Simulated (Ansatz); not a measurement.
Species: H3Al, SMILES `[AlH3]` (charge 0, multiplicity 1).

Problem. Give a relaxed geometry from PBE0-D3(BJ)/def2-TZVP in Ansatz (a first-principles code).

Solution. the end point of this relaxation (outside a Z-matrix the atoms follow the SMILES, hydrogens last).
Bonds (Å): Al1–H2 1.586, Al1–H3 1.586, Al1–H4 1.586. Bond angles (°): H2–Al1–H3 120.0, H2–Al1–H4 120.0, H3–Al1–H4 120.0.
